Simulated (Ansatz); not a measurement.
`[NH2][Mg][F]` + `CNC` → `C[N](C)[Mg][F]` + NH₃ at 400 K and 1 bar (ligand exchange at a Mg–N bond).

Gas-phase electronic energies from Ansatz, PBE0-D4/def2-TZVP geometries. CBS: MP2 limit from def2 TZ/QZ plus the TZ coupled-cluster correction, frozen cores. This one scheme is used for every species. For Mg outer-core shells are correlated without core-valence functions, which leaves a few kJ/mol of doubt a bond. One conformer a species, not always the lowest.

```tsv
species	CCSD(T)/CBS energy (Eh)	H − E (kJ/mol)	S (J/(mol·K))
`[NH2][Mg][F]`	-355.68386	90.8	298.8
`CNC`	-135.00321	264.6	293.2
`C[N](C)[Mg][F]`	-434.17400	250.6	377.6
NH₃	-56.50880	104.2	203.1
```

H − E and S are ideal-gas, rigid-rotor, harmonic terms from PBE0-D4/def2-TZVP, for one conformer and one mirror image of each species. 1 Eh = 2625.50 kJ/mol, R = 8.31446 J/(mol·K).

Task: By hand: ΔE, ΔH, ΔS and ΔG.

Result: ΔE = (-434.17400) + (-56.50880) − (-355.68386) − (-135.00321) = 0.00427 Eh = 11.2 kJ/mol. Δ(H − E) = 250.6 + 104.2 − 90.8 − 264.6 = -0.6, so ΔH = 10.6 kJ/mol. ΔS = 377.6 + 203.1 − 298.8 − 293.2 = -11.3 J/(mol·K). ΔG = 10.6 − 400 × (-11.3)/1000 = 15.1 kJ/mol.

Task: By hand: the equilibrium constant, and the temperature at which ΔG would vanish if ΔH and ΔS stayed fixed.

Result: log₁₀ K = −ΔG/(RT ln 10) = -2.0. ΔH and −TΔS have one sign here, so there is no such temperature.

TΔS isn't small against ΔH here. A doubt of 5 kJ/mol in ΔE shifts log₁₀ K by 0.7 here. Other conformers and mirror images would add mixing entropy, several J/(mol·K) or more a flexible species. These are equilibria of isolated gas molecules and say nothing of rates. Largest T1 diagnostic: 0.011 (customary marks: 0.02 for closed shells, 0.045 for open ones).

ΔS is within the doubt of such terms, so its sign, and with it that verdict, could turn.
